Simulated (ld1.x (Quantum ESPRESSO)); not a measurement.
## Cs (Z = 55): TM pseudisation with PBE, fully relativistic reference atom.

The input file (ld1.x (Quantum ESPRESSO) 7.5):

```
&input
   title='Cs', zed=55., rel=2, dft='PBE', iswitch=3,
   config='[Xe] 4f-2 5d0 6s1 6p0', rel_dist='average',
   nld=7, rlderiv=4.55, eminld=-4.0, emaxld=5.0, deld=0.02
 /
 &inputp
   pseudotype=2, tm=.true., lloc=-1, rcloc=2.30,
   nlcc=.false.,
   file_pseudopw='Cs.UPF', file_wfcaegen='ae.wfc', file_wfcncgen='nc.wfc', file_beta='beta', file_chi='chi'
 /
4
5S  1  0   2.00   0.00  3.00  3.00  0.0
5P  2  1   6.00   0.00  3.15  3.15  0.0
5D  3  2   0.00   0.00  4.20  4.20  0.0
4F  4  3  -2.00   0.20  3.35  3.35  0.0
 &test
   configts(1)='5s2 5p6 5d0 6s1 6p0'
 /
```

Command:

```bash
ld1.x < Cs.in > Cs.out
```

Output (shortened: banner, matrices, multipoles, cross overlaps and the repeated all-electron block are left out):

```
Program LD1 v.7.5
     --------------------------- All-electron run ----------------------------

     Cs
     dirac relativistic calculation

     atomic number is 55.00
     dft =PBE   lsd =0 sic =0 latt =0  beta=0.20 tr2=1.0E-14
     Exchange-correlation= PBE
                           (   1   4   3   4   0   0   0)
     mesh =1251 r(mesh) = 101.25750 a.u. xmin = -7.00 dx = 0.01250
     1 Ry =  13.60569312 eV, c = 137.03599908

     n l j   nl                  e(Ry)          e(Ha)          e(eV)
     Spin orbit split results
     1 0 0.5 1S 1( 2.00)     -2629.1839     -1314.5919    -35771.8693
     2 0 0.5 2S 1( 2.00)      -412.2572      -206.1286     -5609.0447
     2 1 0.5 2P 1( 2.00)      -387.8199      -193.9099     -5276.5583
     2 1 1.5 2P 1( 4.00)      -361.9281      -180.9641     -4924.2831
     3 0 0.5 3S 1( 2.00)       -85.7073       -42.8536     -1166.1068
     3 1 0.5 3P 1( 2.00)       -75.5039       -37.7519     -1027.2823
     3 1 1.5 3P 1( 4.00)       -70.5420       -35.2710      -959.7728
     4 0 0.5 4S 1( 2.00)       -16.1729        -8.0864      -220.0432
     4 1 0.5 4P 1( 2.00)       -12.5120        -6.2560      -170.2348
     4 1 1.5 4P 1( 4.00)       -11.5001        -5.7500      -156.4665
     3 2 1.5 3D 1( 4.00)       -52.6227       -26.3114      -715.9687
     3 2 2.5 3D 1( 6.00)       -51.5694       -25.7847      -701.6375
     5 0 0.5 5S 1( 2.00)        -1.9622        -0.9811       -26.6969
     5 1 0.5 5P 1( 2.00)        -1.0761        -0.5381       -14.6412
     5 1 1.5 5P 1( 4.00)        -0.9564        -0.4782       -13.0121
     4 2 1.5 4D 1( 4.00)        -5.5503        -2.7751       -75.5150
     4 2 2.5 4D 1( 6.00)        -5.3823        -2.6912       -73.2306
     5 2 1.5 5D 1( 0.00)        -0.0299        -0.0149        -0.4065
     5 2 2.5 5D 1( 0.00)        -0.0272        -0.0136        -0.3699
     6 0 0.5 6S 1( 1.00)        -0.1533        -0.0767        -2.0860
     6 1 0.5 6P 1( 0.00)        -0.0578        -0.0289        -0.7862
     6 1 1.5 6P 1( 0.00)        -0.0528        -0.0264        -0.7179
     Averaged results
     1 0     1S 1( 2.00)     -2629.1839     -1314.5919    -35771.8693
     2 0     2S 1( 2.00)      -412.2572      -206.1286     -5609.0447
     2 1     2P 1( 6.00)      -370.5587      -185.2794     -5041.7081
     3 0     3S 1( 2.00)       -85.7073       -42.8536     -1166.1068
     3 1     3P 1( 6.00)       -72.1960       -36.0980      -982.2760
     4 0     4S 1( 2.00)       -16.1729        -8.0864      -220.0432
     4 1     4P 1( 6.00)       -11.8374        -5.9187      -161.0559
     3 2     3D 1(10.00)       -51.9907       -25.9954      -707.3700
     5 0     5S 1( 2.00)        -1.9622        -0.9811       -26.6969
     5 1     5P 1( 6.00)        -0.9963        -0.4981       -13.5551
     4 2     4D 1(10.00)        -5.4495        -2.7248       -74.1444
     5 2     5D 1( 0.00)        -0.0283        -0.0141        -0.3846
     6 0     6S 1( 1.00)        -0.1533        -0.0767        -2.0860
     6 1     6P 1( 0.00)        -0.0544        -0.0272        -0.7407

     final scf error:  7.2E-15 reached in  27 iterations

     Etot =  -15580.559239 Ry,   -7790.279620 Ha, -211984.307695 eV

     Ekin =   16593.018021 Ry,    8296.509010 Ha,  225759.511175 eV
     Encl =  -37887.908762 Ry,  -18943.954381 Ha, -515491.259693 eV
     Eh   =    6099.687902 Ry,    3049.843951 Ha,   82990.481734 eV
     Exc  =    -385.356399 Ry,    -192.678200 Ha,   -5243.040911 eV

     normalization and overlap integrals

     s(1S/1S) =  1.000000  <r> =   0.0261  <r2> =    0.0009  r(max) =   0.0169
     s(2S/2S) =  1.000000  <r> =   0.1117  <r2> =    0.0148  r(max) =   0.0947
     s(2P/2P) =  1.000000  <r> =   0.0940  <r2> =    0.0109  r(max) =   0.0728
     s(2P/2P) =  1.000000  <r> =   0.0999  <r2> =    0.0122  r(max) =   0.0775
     s(3S/3S) =  1.000000  <r> =   0.2987  <r2> =    0.1021  r(max) =   0.2739
     s(3P/3P) =  1.000000  <r> =   0.2887  <r2> =    0.0969  r(max) =   0.2606
     s(3P/3P) =  1.000000  <r> =   0.3005  <r2> =    0.1047  r(max) =   0.2705
     s(4S/4S) =  1.000000  <r> =   0.6947  <r2> =    0.5450  r(max) =   0.6409
     s(4P/4P) =  1.000000  <r> =   0.7207  <r2> =    0.5912  r(max) =   0.6572
     s(4P/4P) =  1.000000  <r> =   0.7481  <r2> =    0.6370  r(max) =   0.6823
     s(3D/3D) =  1.000000  <r> =   0.2714  <r2> =    0.0871  r(max) =   0.2187
     s(3D/3D) =  1.000000  <r> =   0.2751  <r2> =    0.0894  r(max) =   0.2215
     s(5S/5S) =  1.000000  <r> =   1.7421  <r2> =    3.4227  r(max) =   1.5375
     s(5P/5P) =  1.000000  <r> =   2.0218  <r2> =    4.6667  r(max) =   1.7206
     s(5P/5P) =  1.000000  <r> =   2.1194  <r2> =    5.1345  r(max) =   1.8088
     s(4D/4D) =  1.000000  <r> =   0.8307  <r2> =    0.8039  r(max) =   0.7172
     s(4D/4D) =  1.000000  <r> =   0.8411  <r2> =    0.8241  r(max) =   0.7263
     s(5D/5D) =  1.000000  <r> =   6.0854  <r2> =   48.3300  r(max) =   3.3793
     s(5D/5D) =  1.000000  <r> =   6.3165  <r2> =   51.9467  r(max) =   3.5972
     s(6S/6S) =  1.000000  <r> =   5.6903  <r2> =   36.9659  r(max) =   4.7954
     s(6P/6P) =  1.000000  <r> =   7.8863  <r2> =   71.3531  r(max) =   6.4732
     s(6P/6P) =  1.000000  <r> =   8.1957  <r2> =   76.9625  r(max) =   6.8051

     ------------------------ End of All-electron run ------------------------

     --------------------- Generating NC pseudopotential ---------------------

      Generating local potential from pseudized AE potential:
      Matching radius rcloc =   2.3000

      Local pseudo, rcloc= 2.323 Estimated cut-off energy=     4.65 Ry

     Fully relativistic calculation: |psi|^2

     Wfc 5S LC norm =  0.99984715 SC norm =  0.00015285 missing  0.00000000

     Wfc 5P LC norm =  0.99988664 SC norm =  0.00011335 missing  0.00000001

     Wfc 5P LC norm =  0.99989652 SC norm =  0.00010343 missing  0.00000005

     Wfc 5D LC norm =  0.99998484 SC norm =  0.00001496 missing  0.00000020

     Wfc 5D LC norm =  0.99998608 SC norm =  0.00001213 missing  0.00000179

      Wfc   5S  rcut= 2.982  Using Troullier-Martins method

      Wfc   5P  rcut= 3.135  Using Troullier-Martins method

      Wfc   5P  rcut= 3.135  Using Troullier-Martins method

      Wfc   5D  rcut= 4.232  Using Troullier-Martins method

      Wfc   5D  rcut= 4.232  Using Troullier-Martins method

      Wfc   4F  rcut= 3.379  Using Troullier-Martins method

      Wfc   4F  rcut= 3.379  Using Troullier-Martins method

     ------------------- End of pseudopotential generation -------------------

     Computing logarithmic derivative in   4.53324

       Warning: n=1, l=0 expected 0 nodes, found 1
       Setting wfc to zero for this iteration
       (This warning will only be printed once per wavefunction)

     Computing logarithmic derivative in   4.53324
     Computing the partial wave expansion
     R is outside the sphere for l=    0 j= 0.50
     R is outside the sphere for l=    1 j= 0.50
     R is outside the sphere for l=    1 j= 1.50
     R is outside the sphere for l=    2 j= 1.50
     R is outside the sphere for l=    2 j= 2.50
     R is outside the sphere for l=    3 j= 2.50
     R is outside the sphere for l=    3 j= 3.50

     ---------------------- Testing the pseudopotential ----------------------

     Cs
     dirac relativistic calculation

     atomic number is 55.00   valence charge is  9.00
     dft =PBE   lsd =0 sic =0 latt =0  beta=0.20 tr2=1.0E-14
     mesh =1251 r(mesh) = 101.25750 xmin = -7.00 dx = 0.01250

     n l  j  nl             e AE (Ry)       e PS (Ry)    De AE-PS (Ry)
     1 0 0.5 5S   1( 2.00)       -1.96219       -1.96219       -0.00000
     2 1 0.5 5P   1( 2.00)       -1.07611       -1.07611        0.00000
     2 1 1.5 5P   1( 4.00)       -0.95637       -0.95637        0.00000
     3 2 1.5 5D   1( 0.00)       -0.02988       -0.02988       -0.00000
     3 2 2.5 5D   1( 0.00)       -0.02719       -0.02719        0.00000
     2 0 0.5 6S   1( 1.00)       -0.15332       -0.17287        0.01956  !
     3 1 0.5 6P   1( 0.00)       -0.05779       -0.05854        0.00076
     3 1 1.5 6P   1( 0.00)       -0.05276       -0.05342        0.00065

     eps = 7.3E-15  iter = 17

     Etot =  -15580.559239 Ry,   -7790.279620 Ha, -211984.307695 eV
     Etotps =   -41.285539 Ry,     -20.642770 Ha,    -561.718377 eV

     Ekin =       9.693015 Ry,       4.846508 Ha,     131.880190 eV
     Encl =     -84.151273 Ry,     -42.075636 Ha,   -1144.936394 eV
     Ehrt =      33.055627 Ry,      16.527813 Ha,     449.744715 eV
     Ecxc =      -6.222824 Ry,      -3.111412 Ha,     -84.665839 eV
     Epseu=       6.339916 Ry,       3.169958 Ha,      86.258951 eV

     ---------------------- End of pseudopotential test ----------------------
```

Generation and configuration tests took about 1.9 s on one core of a shared server CPU.

Transferability test of the new file with ld1.x, input:

```
&input
   title='Cs', zed=55., rel=2, dft='PBE', iswitch=2,
   config='[Xe] 4f-2 5d0 6s1 6p0', rel_dist='average'
 /
 &test
   file_pseudo='Cs.UPF', nconf=8,
   configts(1)='5s2 5p6 5d0 6s1 6p0',
   configts(2)='5s2 5p6 5d0 6s0 6p0',
   configts(3)='5s2 5p6 5d0 6s0.5 6p0',
   configts(4)='5s2 5p6 5d0 6s0 6p1',
   configts(5)='5s2 5p6 5d1 6s0 6p0',
   configts(6)='5s1 5p6 5d0 6s1 6p0',
   configts(7)='5s2 5p6 5d0.5 6s0.5 6p0',
   configts(8)='5s2 5p5 5d0 6s1 6p0'
 /
```

```bash
ld1.x < Cs.test.in > Cs.test.out
```

Pseudopotential blocks of its output, shortened (energy terms left out; the distinct warnings before each block abridged to one line each):

```
     Warning: n=1, l=0 expected 0 nodes, found 1
     ---------------------- Testing the pseudopotential ----------------------

     n l  j  nl             e AE (Ry)       e PS (Ry)    De AE-PS (Ry)
     1 0 0.5 5S   1( 2.00)       -1.96219       -1.96219       -0.00000
     2 1 0.5 5P   1( 2.00)       -1.07611       -1.07611       -0.00000
     2 1 1.5 5P   1( 4.00)       -0.95637       -0.95637        0.00000
     3 2 1.5 5D   1( 0.00)       -0.02988       -0.02988       -0.00000
     3 2 2.5 5D   1( 0.00)       -0.02719       -0.02719        0.00000
     2 0 0.5 6S   1( 1.00)       -0.15332       -0.17287        0.01956  !
     3 1 0.5 6P   1( 0.00)       -0.05779       -0.05854        0.00076
     3 1 1.5 6P   1( 0.00)       -0.05276       -0.05342        0.00065

     eps = 6.9E-15  iter = 17

     Etot =  -15580.559239 Ry,   -7790.279620 Ha, -211984.307695 eV
     Etotps =   -41.285539 Ry,     -20.642770 Ha,    -561.718377 eV

     ---------------------- End of pseudopotential test ----------------------

          ---------------------- Testing the pseudopotential ----------------------

     n l  j  nl             e AE (Ry)       e PS (Ry)    De AE-PS (Ry)
     1 0 0.5 5S   1( 2.00)       -2.34467       -2.38366        0.03899  !
     2 1 0.5 5P   1( 2.00)       -1.45552       -1.49053        0.03501  !
     2 1 1.5 5P   1( 4.00)       -1.33441       -1.36824        0.03383  !
     3 2 1.5 5D   1( 0.00)       -0.32712       -0.34770        0.02058  !
     3 2 2.5 5D   1( 0.00)       -0.32042       -0.34071        0.02028  !
     2 0 0.5 6S   1( 0.00)       -0.41442       -0.47156        0.05714  !
     3 1 0.5 6P   1( 0.00)       -0.26057       -0.27712        0.01655  !
     3 1 1.5 6P   1( 0.00)       -0.24767       -0.26374        0.01607  !

     eps = 4.5E-15  iter = 15

     Etot =  -15580.275301 Ry,   -7790.137651 Ha, -211980.444523 eV
     Etotps =   -40.966794 Ry,     -20.483397 Ha,    -557.381633 eV
     dEtot_ae =       0.283938 Ry
     dEtot_ps =       0.318745 Ry,   Delta E=      -0.034807 Ry

     ---------------------- End of pseudopotential test ----------------------

          ---------------------- Testing the pseudopotential ----------------------

     n l  j  nl             e AE (Ry)       e PS (Ry)    De AE-PS (Ry)
     1 0 0.5 5S   1( 2.00)       -2.14056       -2.15632        0.01576  !
     2 1 0.5 5P   1( 2.00)       -1.25344       -1.26781        0.01437  !
     2 1 1.5 5P   1( 4.00)       -1.13322       -1.14718        0.01396  !
     3 2 1.5 5D   1( 0.00)       -0.16719       -0.17494        0.00774  !
     3 2 2.5 5D   1( 0.00)       -0.16247       -0.17005        0.00758  !
     2 0 0.5 6S   1( 0.50)       -0.28172       -0.31557        0.03384  !
     3 1 0.5 6P   1( 0.00)       -0.16237       -0.16871        0.00634  !
     3 1 1.5 6P   1( 0.00)       -0.15445       -0.16045        0.00600  !

     eps = 8.6E-16  iter = 12

     Etot =  -15580.451162 Ry,   -7790.225581 Ha, -211982.837233 eV
     Etotps =   -41.164375 Ry,     -20.582187 Ha,    -560.069850 eV
     dEtot_ae =       0.108077 Ry
     dEtot_ps =       0.121165 Ry,   Delta E=      -0.013088 Ry

     ---------------------- End of pseudopotential test ----------------------

          ---------------------- Testing the pseudopotential ----------------------

     n l  j  nl             e AE (Ry)       e PS (Ry)    De AE-PS (Ry)
     1 0 0.5 5S   1( 2.00)       -2.05454       -2.08473        0.03018  !
     2 1 0.5 5P   1( 2.00)       -1.16665       -1.19317        0.02651  !
     2 1 1.5 5P   1( 4.00)       -1.04609       -1.07148        0.02539  !
     3 2 1.5 5D   1( 0.00)       -0.08351       -0.09583        0.01231  !
     3 2 2.5 5D   1( 0.00)       -0.07966       -0.09165        0.01199  !
     2 0 0.5 6S   1( 0.00)       -0.19821       -0.23379        0.03558  !
     3 1 0.5 6P   1( 0.33)       -0.09882       -0.10853        0.00971  !
     3 1 1.5 6P   1( 0.67)       -0.09349       -0.10279        0.00930  !

     eps = 6.3E-15  iter = 23

     Etot =  -15580.458666 Ry,   -7790.229333 Ha, -211982.939320 eV
     Etotps =   -41.162699 Ry,     -20.581349 Ha,    -560.047047 eV
     dEtot_ae =       0.100574 Ry
     dEtot_ps =       0.122840 Ry,   Delta E=      -0.022267 Ry

     ---------------------- End of pseudopotential test ----------------------

          ---------------------- Testing the pseudopotential ----------------------

     n l  j  nl             e AE (Ry)       e PS (Ry)    De AE-PS (Ry)
     1 0 0.5 5S   1( 2.00)       -1.97263       -1.99665        0.02402  !
     2 1 0.5 5P   1( 2.00)       -1.08812       -1.10760        0.01948  !
     2 1 1.5 5P   1( 4.00)       -0.96892       -0.98725        0.01833  !
     3 2 1.5 5D   1( 0.40)       -0.04388       -0.05040        0.00652  !
     3 2 2.5 5D   1( 0.60)       -0.04142       -0.04766        0.00623  !
     2 0 0.5 6S   1( 0.00)       -0.16293       -0.19101        0.02807  !
     3 1 0.5 6P   1( 0.00)       -0.07224       -0.07795        0.00571  !
     3 1 1.5 6P   1( 0.00)       -0.06801       -0.07333        0.00532  !

     eps = 8.3E-15  iter = 24

     Etot =  -15580.436379 Ry,   -7790.218189 Ha, -211982.636093 eV
     Etotps =   -41.142210 Ry,     -20.571105 Ha,    -559.768279 eV
     dEtot_ae =       0.122860 Ry
     dEtot_ps =       0.143330 Ry,   Delta E=      -0.020469 Ry

     ---------------------- End of pseudopotential test ----------------------

          Warning: n=2, l=1 expected 0 nodes, found 1
     ---------------------- Testing the pseudopotential ----------------------

     n l  j  nl             e AE (Ry)       e PS (Ry)    De AE-PS (Ry)
     1 0 0.5 5S   1( 1.00)       -2.70773       -2.67325       -0.03448  !
     2 1 0.5 5P   1( 2.00)       -1.78174       -1.74683       -0.03491  !
     2 1 1.5 5P   1( 4.00)       -1.64825       -1.61513       -0.03313  !
     3 2 1.5 5D   1( 0.00)       -0.51725       -0.49366       -0.02358  !
     3 2 2.5 5D   1( 0.00)       -0.50718       -0.48420       -0.02297  !
     2 0 0.5 6S   1( 1.00)       -0.54497       -0.60388        0.05891  !
     3 1 0.5 6P   1( 0.00)       -0.37103       -0.36524       -0.00579  !
     3 1 1.5 6P   1( 0.00)       -0.35546       -0.35004       -0.00542  !

     eps = 8.3E-15  iter = 13

     Etot =  -15578.232811 Ry,   -7789.116406 Ha, -211952.655031 eV
     Etotps =   -38.974447 Ry,     -19.487224 Ha,    -530.274366 eV
     dEtot_ae =       2.326428 Ry
     dEtot_ps =       2.311092 Ry,   Delta E=       0.015336 Ry

     ---------------------- End of pseudopotential test ----------------------

          ---------------------- Testing the pseudopotential ----------------------

     n l  j  nl             e AE (Ry)       e PS (Ry)    De AE-PS (Ry)
     1 0 0.5 5S   1( 2.00)       -1.96533       -1.97953        0.01421  !
     2 1 0.5 5P   1( 2.00)       -1.08011       -1.09199        0.01188  !
     2 1 1.5 5P   1( 4.00)       -0.96067       -0.97196        0.01129  !
     3 2 1.5 5D   1( 0.20)       -0.03594       -0.04049        0.00455
     3 2 2.5 5D   1( 0.30)       -0.03342       -0.03781        0.00439
     2 0 0.5 6S   1( 0.50)       -0.15734       -0.18222        0.02488  !
     3 1 0.5 6P   1( 0.00)       -0.06423       -0.06844        0.00422
     3 1 1.5 6P   1( 0.00)       -0.05964       -0.06363        0.00399

     eps = 7.5E-15  iter = 21

     Etot =  -15580.497294 Ry,   -7790.248647 Ha, -211983.464883 eV
     Etotps =   -41.213645 Ry,     -20.606823 Ha,    -560.740211 eV
     dEtot_ae =       0.061945 Ry
     dEtot_ps =       0.071894 Ry,   Delta E=      -0.009948 Ry

     ---------------------- End of pseudopotential test ----------------------

          ---------------------- Testing the pseudopotential ----------------------

     n l  j  nl             e AE (Ry)       e PS (Ry)    De AE-PS (Ry)
     1 0 0.5 5S   1( 2.00)       -2.65798       -2.62571       -0.03228  !
     2 1 0.5 5P   1( 1.67)       -1.73997       -1.71346       -0.02651  !
     2 1 1.5 5P   1( 3.33)       -1.60906       -1.58471       -0.02434  !
     3 2 1.5 5D   1( 0.00)       -0.50044       -0.48608       -0.01436  !
     3 2 2.5 5D   1( 0.00)       -0.49099       -0.47706       -0.01393  !
     2 0 0.5 6S   1( 1.00)       -0.53992       -0.58998        0.05005  !
     3 1 0.5 6P   1( 0.00)       -0.36878       -0.36532       -0.00346
     3 1 1.5 6P   1( 0.00)       -0.35348       -0.35031       -0.00317

     eps = 1.0E-15  iter = 12

     Etot =  -15579.242978 Ry,   -7789.621489 Ha, -211966.399042 eV
     Etotps =   -39.980567 Ry,     -19.990284 Ha,    -543.963329 eV
     dEtot_ae =       1.316262 Ry
     dEtot_ps =       1.304972 Ry,   Delta E=       0.011290 Ry

     ---------------------- End of pseudopotential test ----------------------
```
